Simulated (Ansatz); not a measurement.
Computed with Ansatz on PBE0-D4/def2-TZVP structures; ΔE is electronic, products minus reactants. CCSD(T)/CBS adds triple-zeta CCSD(T) − MP2 to the extrapolated MP2 energy (def2 sets, frozen cores). This one scheme is used for every species.

Consider the ligand exchange at the Si–F bond: `F[SiH](F)[SiH3]` + HCl → `F[SiH]([SiH3])Cl` + H–F.

| species | MP2/def2-TZVPP energy (Eh) |
| --- | --- |
| `F[SiH](F)[SiH3]` | -780.06017 |
| HCl | -460.30264 |
| `F[SiH]([SiH3])Cl` | -1140.01219 |
| H–F | -100.33585 |

Q: Work out ΔE.

A: ΔE = (-1140.01219) + (-100.33585) − (-780.06017) − (-460.30264) = 0.01477 Eh = +38.8 kJ/mol. CCSD(T)/CBS gives +39.7 kJ/mol.

Largest T1 diagnostic among the species: 0.013.

At CCSD(T), def2-SVP lies +3.6 kJ/mol from the extrapolated value and def2-TZVPP +4.6 kJ/mol. Leaving LDA and LC-ωPBE aside and taking each functional with its dispersion term where it has one, the values, not all of them listed here, spread over 18.7 kJ/mol, from revPBE-D4 to CAM-B3LYP-D4.
